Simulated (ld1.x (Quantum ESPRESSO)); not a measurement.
# ruthenium, TM: configuration errors across variants

ruthenium, norm-conserving Troullier–Martins (Kleinman–Bylander form), made with ld1.x (Quantum ESPRESSO) 7.5 (LDA (PZ), fully relativistic). Core [Kr], reference 4d8 5s0 5p0. Waves: 5p (bound, empty): rc 2.95 bohr; 4d (bound): rc 1.45 bohr; 5s (bound, empty): rc 2.55 bohr. Local part: the s channel. Core correction: Bessel-smoothed model core inside 0.75 bohr.

Open shells are filled in proportion to 2j + 1 (rel_dist='average').

All-electron excitation energies from the reference (eV): (1) 4d7 5s1 5p0 0.269; (2) 4d7 5s0 5p0 7.883; (3) 4d6 5s0 5p0 26.320; (4) 4d5 5s0 5p0 57.166; (5) 4d7 5s0 5p1 3.850; (6) 4d7.5 5s0.5 5p0 -0.013; (7) 4d6 5s1 5p0 10.592.

5 further variants failed, have other tests or another functional or relativity, and are left out.

Errors AE − PS in meV (a dash: test not solved or not reliable):

```tsv
change	(1)	(2)	(3)	(4)	(5)	(6)	(7)	bound ghosts
base	-79	-56	-378	-1189	-76	-18	-355	none
all radii but the core radius scaled by about 1.08 (s 2.76, p 3.20, d 1.58 bohr)	-77	–	-376	-1186	-76	-17	-346	none
core correction Bessel-smoothed model core inside 1.42 bohr	-80	-56	-378	-1190	-76	-18	-355	none
wave 4d (bound): rc 1.45 bohr becomes 4d (bound): rc 1.24 bohr	-79	-56	-377	-1189	-76	-17	-355	none
```

Q: Give the same row for: wave 5p (bound): rc 2.95 bohr becomes 5p (bound): rc 3.88 bohr.

A: -79, -56, -378, -1189, -71, –, -355; bound ghosts: none.
